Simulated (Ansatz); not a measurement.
Reaction (SMILES): [H]/[C]=C\Cl → 2 C atom + Cl atom + 2 H atom
B3LYP-D3(BJ)/def2-TZVP geometries, fixed; electronic energies without zero-point terms.
Largest species:
```
C
C 1 1.2939
H 2 1.0745 1 142.68
H 1 1.0811 2 125.44 3 -180.00
Cl 1 1.7730 4 112.00 2 -180.00
```
Charge 0, spin multiplicity 2.

Effect of a fitting basis named in the input at r2SCAN/aug-cc-pV(T+d)Z with Ansatz (a first-principles code), against the last row, where the atomisation energy is 431.38 kcal/mol. Open shells are unrestricted. The default fits or decomposes integrals by the program's own choice; accuracy: high also tightens integrals, grids and stops.

```csv
setting,largest shift of a total energy (mEh),shift of the atomisation energy (kcal/mol)
fitting: def2-SV(P)-JKFIT,-0.044,-0.036
fitting: def2-universal-JKFIT,-0.044,-0.036
fitting: cc-pVTZ-JKFIT,-0.020,0.004
fitting: cc-pVQZ-JKFIT,-0.009,-0.003
fitting: cc-pV5Z-JKFIT,-0.006,-0.004
fitting: def2-universal-JFIT,-0.100,0.037
accuracy: high,0.001,0.002
accuracy: medium (default),0.000,0.000
```

Within 0.02 kcal/mol in the atomisation energy: fitting: cc-pVTZ-JKFIT; fitting: cc-pVQZ-JKFIT; fitting: cc-pV5Z-JKFIT; accuracy: high. The largest shift is 0.100 mEh in a total energy and 0.037 kcal/mol in the difference.
